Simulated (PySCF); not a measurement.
C3H7NSi. Atoms are numbered in the order given.

```xyz
12

C     -0.2358    -2.1969     0.0000
C      0.0384    -0.7311     0.0000
N      1.2382    -0.2216     0.0000
C      1.0212     1.2572     0.0000
Si    -0.8750     0.9424     0.0000
H      0.7167    -2.7638     0.0000
H     -0.8341    -2.4856    -0.8898
H     -0.8341    -2.4856     0.8898
H      1.4761     1.7324     0.8947
H      1.4761     1.7324    -0.8947
H     -1.6806     1.3264     1.2182
H     -1.6806     1.3264    -1.2182
```
Charge 0, spin multiplicity 1.

Geometry optimised at PBE-D3(BJ)/def2-SVP. This is a generated structure with no PubChem entry under its InChIKey; it may be hypothetical.

Method: PBE-D3(BJ)/def2-SVP in PySCF 2.14.0.

Frequencies are harmonic and unscaled.

```csv
mode,ν (cm⁻¹),IR (km/mol),moving atoms (share of kinetic energy)
1,128,6.5,"H 82 %, N 9 %"
2,190,5.9,"H 61 %, N 32 %"
3,273,0.0,"H 51 %, C 48 %"
4,289,4.3,"C 36 %, H 32 %, Si 20 %, N 12 %"
5,473,4.2,H 87 %
6,514,11.7,"Si 45 %, C 31 %, N 17 %"
7,562,4.0,"C 51 %, H 33 %, Si 11 %"
8,612,9.0,"H 74 %, C 19 %"
9,694,18.5,"C 46 %, H 45 %"
10,743,87.3,"H 56 %, Si 21 %, C 17 %"
11,784,20.4,"H 63 %, C 27 %"
12,890,49.1,"H 45 %, C 27 %, N 24 %"
13,913,58.5,"H 84 %, N 9 %"
14,971,0.1,"H 65 %, C 34 %"
15,999,7.9,"C 37 %, H 33 %, N 30 %"
16,1093,1.9,"H 86 %, C 9 %"
17,1124,5.4,"H 63 %, C 35 %"
18,1205,8.5,"C 58 %, H 34 %"
19,1330,12.0,"H 61 %, C 37 %"
20,1368,1.0,"H 91 %, C 8 %"
21,1386,14.0,H 96 %
22,1389,11.9,H 96 %
23,1601,36.7,"C 59 %, N 37 %"
24,2122,134.2,H 98 %
25,2139,121.5,H 96 %
26,2962,10.6,H 97 %
27,2990,20.3,H 95 %
28,3044,9.1,"H 91 %, C 9 %"
29,3044,0.7,"H 90 %, C 10 %"
30,3073,6.2,"H 90 %, C 10 %"
```
